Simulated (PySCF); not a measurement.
C2H6Al, SMILES [CH3][Al+][CH3], charge +1.

The structure is a stationary point at TPSSh-D3(BJ)/def2-TZVP. The spin state was assumed, not searched. The isomer is the one that the SMILES or the coordinates give; other isomers of the formula were not compared.

The numbers are results of B3LYP/def2-TZVPD run with PySCF, not measurements.

Symmetry labels are those of the subgroup C2h that the program uses (full group D3d).

Computed valence orbital energies around the gap with their symmetry:
```tsv
orbital	symmetry	energy (eV)
HOMO−7	Ag	-24.29
HOMO−6	Bu	-24.07
HOMO−5	Au	-16.43
HOMO−4	Bu	-16.43
HOMO−3	Bg	-16.31
HOMO−2	Ag	-16.31
HOMO−1	Ag	-16.03
HOMO	Bu	-13.82
LUMO	Au	-6.73
LUMO+1	Bu	-6.73
LUMO+2	Ag	-6.65
LUMO+3	Bu	-3.36
```
